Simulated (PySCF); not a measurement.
A calculated (PBE, PySCF 2.14, aug-cc-pVTZ-DK, scalar relativity by spin-free X2C-1e) atom or ion has these occupied shells.

| shell | electrons | orbital energy (eV) | rms radius, mean of both spins (bohr) |
| --- | --- | --- | --- |
| 1s α | 1 | -2433.0 | 0.112 |
| 1s β | 1 | -2432.3 | 0.112 |
| 2s α | 1 | -238.45 | 0.522 |
| 2s β | 1 | -237.55 | 0.522 |
| 2p α | 3 | -183.44 | 0.494 |
| 2p β | 3 | -182.38 | 0.494 |
| 3s α | 1 | -41.832 | 1.67 |
| 3p α | 3 | -30.198 | 1.86 |

(1) Name the element and its charge.

Results:

(1) S²⁺ (sulfur, charge +2), in [Ne] 3s1 3p3, high-spin 5S determinant (an excited configuration).
